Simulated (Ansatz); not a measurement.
`F[CH2][SnH2][Br]` + CH₃OH → `C[O][SnH2][Br]` + `CF` at 600 K and 1 bar (ligand exchange at the Sn–C bond).

Isolated molecules relaxed with PBE0-D4/def2-TZVP in Ansatz; ΔE leaves out vibrations. CCSD(T)/CBS is the MP2 limit (def2-TZVPP, def2-QZVPP) plus CCSD(T) − MP2 in def2-TZVPP, frozen cores. This one scheme is used for every species. Elements past krypton have def2 core potentials. For Br, Sn outer-core shells are correlated without core-valence functions, which leaves a few kJ/mol of doubt a bond. Scalar relativity is left out up to krypton. Each species was taken in one conformer, which may not be the lowest.

```json
{"species": "`F[CH2][SnH2][Br]`", "CCSD(T)/CBS energy (Eh)": "-2927.60980", "H − E (kJ/mol)": "169.3", "S (J/(mol·K))": "447.2"}
{"species": "CH₃OH", "CCSD(T)/CBS energy (Eh)": "-115.61712", "H − E (kJ/mol)": "163.6", "S (J/(mol·K))": "277.3"}
{"species": "`C[O][SnH2][Br]`", "CCSD(T)/CBS energy (Eh)": "-2903.61539", "H − E (kJ/mol)": "204.6", "S (J/(mol·K))": "451.9"}
{"species": "`CF`", "CCSD(T)/CBS energy (Eh)": "-139.63461", "H − E (kJ/mol)": "127.6", "S (J/(mol·K))": "254.6"}
```

H − E and S are ideal-gas, rigid-rotor, harmonic terms from PBE0-D4/def2-TZVP, for one conformer and one mirror image of each species. 1 Eh = 2625.50 kJ/mol, R = 8.31446 J/(mol·K).

**Question.** By hand: ΔE, ΔH, ΔS and ΔG.

**Answer.** ΔE = (-2903.61539) + (-139.63461) − (-2927.60980) − (-115.61712) = -0.02308 Eh = -60.6 kJ/mol. Δ(H − E) = 204.6 + 127.6 − 169.3 − 163.6 = -0.7, so ΔH = -61.3 kJ/mol. ΔS = 451.9 + 254.6 − 447.2 − 277.3 = -18.0 J/(mol·K). ΔG = -61.3 − 600 × (-18.0)/1000 = -50.5 kJ/mol.

**Question.** By hand: the equilibrium constant, and the temperature at which ΔG would vanish if ΔH and ΔS stayed fixed.

**Answer.** log₁₀ K = −ΔG/(RT ln 10) = 4.4. ΔG = 0 at ΔH/ΔS = 3406 K, far beyond where these terms or the molecules hold.

ΔH outweighs TΔS. A doubt of 5 kJ/mol in ΔE shifts log₁₀ K by 0.4 here. Other conformers and mirror images would add mixing entropy, several J/(mol·K) or more a flexible species. Modes under 60 cm⁻¹, often nearly free rotors, make the harmonic entropy too high. These are equilibria of isolated gas molecules and say nothing of rates. Largest T1 diagnostic: 0.012 (customary marks: 0.02 for closed shells, 0.045 for open ones).
